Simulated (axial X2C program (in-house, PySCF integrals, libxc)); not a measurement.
**Correcting the dissociation energy of SI for spin–orbit coupling**

A spin-free PBE0 curve (one-electron X2C) was computed with an in-house relativistic program for diatomic molecules, basis I dyall-cv3z [11s12p8d4f1g], S dyall-av3z [9s8p3d2f] (cores contracted in-house), for the state M_S = 1/2, Λ = 1 (beyond evenly filled blocks: π+α, π+β, π-α). It gives D0 = 2.412 eV to I + S, which in a spin-free picture are the weighted means of the ground terms.

Measured levels of the ground terms (NIST Handbook of Basic Atomic Spectroscopic Data), in cm⁻¹: I 2P: J = 3/2 at 0, J = 1/2 at 7603.1; S 3P: J = 2 at 0, J = 1 at 396.1, J = 0 at 573.6.

The two components of the molecular doublet are 1645 cm⁻¹ apart in the PBE0 2c search (Ω = 3/2 lower), so the lower one lies 822 cm⁻¹ under their mean.

(1) How far does each ground level lie under the (2J+1)-weighted mean of its term?

(2) Correct D0.

Second-order spin–orbit effects in the molecule, which grow quickly with Z, are left out. The state is one determinant whose occupation by symmetry is held fixed; it was picked as the lowest of a PBE0 search that is not exhaustive. Dissociation energies refer to the lowest single-determinant-based atoms at the same level and basis. The functionals have no current-density term, which raises determinants with orbital currents, atoms included.

## Answers

(1) I: (4 × 0 + 2 × 7603.1)/6 = 2534 cm⁻¹; S: (5 × 0 + 3 × 396.1 + 1 × 573.6)/9 = 196 cm⁻¹.

(2) D0 = 2.412 + (822 − 2730)/8065.5 = 2.175 eV at PBE0 with these spin–orbit terms.
